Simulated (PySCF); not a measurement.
Exercise with solution: oscillator strength and radiative lifetime

CH₆GeS, SMILES C[S][GeH3].

Geometry optimised at TPSSh-D3(BJ)/def2-SVP.

PySCF with TDA-PBE/def2-SVPD puts the first singlet state with f over 0.02 at 6.84 eV (vertical), with the transition dipole (-0.639, -0.444, 0.000) in atomic units.

### Question
Find the oscillator strength, the wavelength and the radiative lifetime that this transition would have in vacuum if emission retraced absorption.

### Answer

|μ|² = 0.6055 au, so |μ| = 1.98 D. ΔE = 6.84/27.211 = 0.2514 hartree. f = (2/3) ΔE |μ|² = 0.101 (the program prints 0.101).
λ = 1239.84/6.84 = 181 nm; ν = 55168 cm⁻¹.
Einstein's coefficient A = 0.6670 ν² f s⁻¹ (ν in cm⁻¹) = 2.1e8 s⁻¹, so τ = 1/A = 4.9 ns. This state is S7; the lower singlets have f = 0.010, 0.001, 0.004, 0.000, 0.001, 0.019. The figure is the radiative limit of this one transition; relaxation, internal conversion, crossing to triplets and a medium change what is measured.
